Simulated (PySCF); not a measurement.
# Worked example: refractive index and permittivity of the vapour

B(Br)(Me)(NH2) (CH₅BBrN), SMILES CB(N)Br.

Geometry: B3LYP-D3(BJ)/def2-SVP. The structure was generated by enumeration, and PubChem lists no compound with its InChIKey, so it may never have been made. One conformer was computed; it need not be the lowest.

PySCF with PBE/def2-TZVP gives a mean static polarisability of 56.1 bohr³ and a dipole moment of 2.79 D. Take an ideal gas at 298.15 K and 0.1 bar, whether or not the substance is that volatile.

Task: Work out n − 1 in the optical limit and the static ε − 1.

Result: 
Polarisability volume α' = 56.1 × 0.148185 = 8.31 Å³. Number density N = p/kT = 2.43e-6 Å⁻³.
Dilute limit of Lorentz–Lorenz: n − 1 = 2π N α' = 0.00013.
Orientation term of Debye: μ²/(3kT) = 8.098 Å³ × μ²(D²) = 63.03 Å³.
ε − 1 = 4π N (α' + μ²/3kT) = 0.0022. Orientation of the dipole supplies 88 % of the static response; it can't follow optical fields. Vibrational polarisation and dispersion are left out.
